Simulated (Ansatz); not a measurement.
Kohn–Sham single points on `C1O[AsH]O1`.

```yaml
crystal:
  periodic: [false, false, false]
  atoms:
    - {symbol: C, position_ang: [-0.491112, 0.531919, -0.197247]}
    - {symbol: O, position_ang: [0.348888, 0.601859, 0.945418]}
    - {symbol: As, position_ang: [1.432605, -0.644023, 0.208015]}
    - {symbol: O, position_ang: [0.326977, -0.151132, -1.135515]}
    - {symbol: H, position_ang: [-0.760878, 1.530413, -0.555715]}
    - {symbol: H, position_ang: [-1.393390, -0.059496, 0.026258]}
    - {symbol: H, position_ang: [0.598211, -1.877639, 0.663186]}
basis:
  gaussian: {orbitals: def2-TZVPP}
hamiltonian: {xc: {name: PBE-QIDH}}
```

```sh
$ ansatz run in.yaml --threads 2 --pin off --events-out ev --progress --plain --max-ram 4352MiB
```

Shortened log:

```
Functional definition: PBE-QIDH
1155 factors; integrals over basis functions are off by at most 1.1e-3 eV
mean field evaluation 1: about -65986.7220 eV, gradient 4.7e1 eV
mean field evaluation 2: about -65986.9420 eV, gradient 4.7e1 eV
mean field evaluation 4: about -65990.8777 eV, gradient 2.8e0 eV
mean field evaluation 8: about -65990.9098 eV, gradient 1.7e-1 eV
mean field evaluation 16: about -65990.9099 eV, gradient 1.5e-4 eV
mean field -65990.90993159 eV, -2425.1212097407 hartree, gradient 2.0e-6 eV, S^2 0.000000; 0 other end points of the search recorded, 0 dependent functions left out
12 core orbitals not correlated: weight in the atoms' cores, before any rotation towards them, 1.000 or more for the frozen orbitals, at most 0.000 for the correlated occupied ones
reference -65990.90994165 eV, -2425.1212101102 hartree; 17, 17 occupied and 154, 154 virtual orbitals, 1155 factors
second order -27.48579966 eV of doubles, -0.00000000 eV of singles
Total energy: -66000.07187487 eV, -2425.4579049459 hartree
```

Hardware: 2 threads of an AMD EPYC 7B13 on a shared host. Wall time 5 s, peak host memory 0.43 GiB.

With the line `hamiltonian: {xc: {name: LC-wPBE}}` (abridged; 2.4 s):

```
Functional definition: LC-wPBE
mean field evaluation 16: about -66011.2809 eV, gradient 9.1e-5 eV
mean field -66011.28090240 eV, -2425.8698291099 hartree, gradient 9.6e-6 eV, S^2 0.000000
Total energy: -66011.28090240 eV, -2425.8698291101 hartree
```

Changing it to `hamiltonian: {xc: {name: B3LYP}, dispersion: d4}` and forces (abridged; 3.6 s):

```
Functional definition: B3LYP
mean field evaluation 16: about -66023.7328 eV, gradient 5.0e-4 eV
mean field -66023.73279418 eV, -2426.3274276928 hartree, gradient 1.2e-5 eV, S^2 0.000000
Total energy: -66023.96092655 eV, -2426.3358114028 hartree
Atom 0 force    -0.556023     0.267996    -0.091120 eV/Å
Atom 1 force    -0.013308     0.212717     0.325883 eV/Å
Atom 2 force     0.576128    -0.351422     0.121097 eV/Å
Atom 3 force    -0.020806    -0.044961    -0.386227 eV/Å
Atom 4 force    -0.001701    -0.067357     0.024391 eV/Å
Atom 5 force     0.042797     0.045943    -0.017075 eV/Å
Atom 6 force    -0.027087    -0.062916     0.023052 eV/Å
Dipole moment:     0.069003    -0.168839     0.060368 e Å
```

Changing it to `hamiltonian: {xc: hse06, dispersion: d4}` (abridged; 3.1 s):

```
Functional definition: HSE06
mean field evaluation 16: about -66009.4096 eV, gradient 5.7e-4 eV
mean field -66009.40962742 eV, -2425.8010610228 hartree, gradient 2.9e-5 eV, S^2 0.000000
Total energy: -66009.51587846 eV, -2425.8049656765 hartree
```

Changing it to `hamiltonian: {xc: {name: r2SCAN0}, dispersion: d4}` (abridged; 4.3 s):

```
Functional definition: r2SCAN0
mean field evaluation 16: about -66018.5096 eV, gradient 3.4e-4 eV
mean field -66018.50961157 eV, -2426.1354792721 hartree, gradient 4.2e-5 eV, S^2 0.000000
Total energy: -66018.54605284 eV, -2426.1368184642 hartree
```

With the line `hamiltonian: {xc: r2scan, dispersion: d4}` and forces (abridged; 4.2 s):

```
Functional definition: r2SCAN
mean field evaluation 16: about -66019.7360 eV, gradient 1.3e-3 eV
mean field -66019.73596864 eV, -2426.1805470633 hartree, gradient 7.4e-5 eV, S^2 0.000000
Total energy: -66019.76688797 eV, -2426.1816833275 hartree
Atom 0 force    -0.324936     0.115959    -0.038539 eV/Å
Atom 1 force     0.078131     0.179869     0.381670 eV/Å
Atom 2 force     0.248657    -0.129982     0.044416 eV/Å
Atom 3 force     0.069798    -0.106515    -0.409771 eV/Å
Atom 4 force    -0.000118     0.009838    -0.003559 eV/Å
Atom 5 force    -0.022123    -0.030880     0.011407 eV/Å
Atom 6 force    -0.049409    -0.038289     0.014375 eV/Å
Dipole moment:     0.042504    -0.156159     0.056059 e Å
```

B3LYP takes the VWN-RPA correlation (the form of Gaussian; ORCA's B3LYP/G).

HSE06 is the plane-wave form, built on full-range PBE exchange.
